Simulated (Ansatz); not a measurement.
## Molecular dynamics, step by step

AlBH3OF (SMILES B[O][AlH][F]), closed shell, PBE0-D4/def2-SVP (Ansatz 0.2.0). Settings (timestep in fs, temperature in K; T counts 15 degrees of freedom):

```yaml
hamiltonian: {xc: pbe0, dispersion: d4}
md: {n_steps: 40, timestep: 0.25, temperature: 1500, ensemble: nve, seed: 228, initial_velocities: maxwell_boltzmann}
```

Start (the SMILES describes the start alone):

| atom | x (Å) | y (Å) | z (Å) |
| --- | --- | --- | --- |
| B1 | -0.4343 | 1.2960 | 0.7030 |
| O2 | -0.0465 | 0.1506 | 0.1368 |
| Al3 | 0.4110 | -1.2300 | -0.6670 |
| F4 | 0.9505 | -2.5864 | 0.0943 |
| H5 | -0.8137 | 2.1784 | 0.0203 |
| H6 | -0.3916 | 1.4114 | 1.8731 |
| H7 | 0.3245 | -1.2201 | -2.1605 |

```csv
step,time (fs),potential energy less the start (meV),kinetic energy (meV),T (K)
0,0.00,0.0,969.5,1500
2,0.50,-18.7,988.1,1529
4,1.00,-18.2,987.6,1528
6,1.50,2.2,967.3,1497
8,2.00,40.7,928.8,1437
10,2.50,94.2,875.3,1354
12,3.00,158.3,811.3,1255
14,3.50,227.8,741.9,1148
16,4.00,297.3,672.5,1041
18,4.50,361.4,608.4,941
20,5.00,415.7,554.3,858
22,5.50,456.6,513.4,794
24,6.00,482.5,487.4,754
26,6.50,493.7,476.2,737
28,7.00,492.6,477.2,738
30,7.50,483.2,486.6,753
32,8.00,470.6,499.1,772
34,8.50,459.9,509.7,789
36,9.00,454.3,515.3,797
38,9.50,454.1,515.5,798
40,10.00,456.2,513.5,795
```

Step 14, positions (Å) and forces (eV/Å):

```
atom       x       y       z      Fx      Fy      Fz
  B1  -0.470   1.301   0.726   1.057   0.592  -1.153
  O2  -0.053   0.169   0.107  -0.604   1.181   0.729
 Al3   0.433  -1.218  -0.659  -0.258  -1.412  -1.192
  F4   0.948  -2.621   0.100  -0.042   0.666  -0.117
  H5  -0.802   2.315  -0.059   0.126  -1.419   1.439
  H6  -0.227   1.296   1.931  -0.643   0.499  -0.196
  H7   0.090  -1.268  -2.229   0.363  -0.107   0.489
```

Step 24, positions (Å) and forces (eV/Å):

```
atom       x       y       z      Fx      Fy      Fz
  B1  -0.490   1.307   0.735   1.940   0.142  -0.310
  O2  -0.060   0.188   0.088  -0.638   1.110   0.634
 Al3   0.448  -1.212  -0.656  -0.759  -1.744  -1.527
  F4   0.947  -2.643   0.104  -0.093   1.141  -0.333
  H5  -0.788   2.328  -0.029  -0.094  -1.283   1.391
  H6  -0.150   1.247   1.971  -1.077   0.666  -1.019
  H7  -0.054  -1.310  -2.258   0.722  -0.032   1.164
```

Step 30, positions (Å) and forces (eV/Å):

```tsv
atom	x	y	z	Fx	Fy	Fz
B1	-0.497	1.312	0.739	2.308	-0.543	0.286
O2	-0.066	0.200	0.078	-0.502	0.778	0.439
Al3	0.456	-1.211	-0.656	-1.038	-1.739	-1.342
F4	0.946	-2.655	0.106	-0.102	1.354	-0.423
H5	-0.782	2.298	0.029	-0.382	-0.529	0.811
H6	-0.134	1.236	1.969	-1.138	0.671	-0.985
H7	-0.122	-1.337	-2.245	0.855	0.007	1.215
```

Last step (40):

```csv
atom,x (Å),y (Å),z (Å)
B1,-0.4973,1.3155,0.7482
O2,-0.0759,0.2241,0.0627
Al3,0.4682,-1.2119,-0.6575
F4,0.9439,-2.6712,0.1080
H5,-0.7945,2.2388,0.1535
H6,-0.1580,1.2479,1.9249
H7,-0.1932,-1.3803,-2.1671
```

Hardware: 2 CPU threads, shared host. Wall time about 47 s.
